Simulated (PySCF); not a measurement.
# From computed data to an observable: chemical shift, span and skew from a shielding tensor

C2H7BO3, SMILES OB([C@H](C)O)O. Atoms are numbered in the order given.

```xyz
13

C     -1.7374    -0.4556     0.6184
C     -0.6892     0.4766     0.0306
O     -0.8440     0.6427    -1.3745
B      0.7940    -0.0626     0.2266
O      1.5775    -0.2388    -0.8656
O      1.2523    -0.3425     1.4736
H     -1.5669    -0.5998     1.6956
H     -1.7002    -1.4421     0.1302
H     -2.7576    -0.0543     0.4900
H     -0.7622     1.4588     0.5436
H     -1.7254     0.9798    -1.5634
H      1.0527     0.0126    -1.6421
H      2.1620    -0.6597     1.4516
```
Charge 0, spin multiplicity 1.

Coordinates come from a PBE0-D3(BJ)/def2-SVP optimisation. The structure was generated by enumeration; whether it is a known compound was not checked. The values are those of a single conformer.

GIAO shieldings from PBE0/pcSseg-1 (PySCF), non-relativistic, no solvent. The symmetric part of the tensor of C2 has the principal values 97.3, 113.5, 170.5 ppm. The same nucleus in TMS has σ = 186.3 ppm at this level (PySCF, at its B3LYP-D3(BJ)/def2-TZVP geometry).

Problem. Work out the isotropic shielding, the ¹³C shift against TMS, the span and the skew.

Solution. 
σ(iso) = (σ11 + σ22 + σ33)/3 = 127.1 ppm. δ = σ(ref) − σ(iso) = 186.3 − (127.1) = 59.2 ppm.
Span Ω = σ33 − σ11 = 73.2 ppm. Skew κ = 3(σ(iso) − σ22)/Ω = 0.56. Tumbling in solution averages the tensor to δ; in a static solid the shielding alone would spread this spin-1/2 line over Ω.
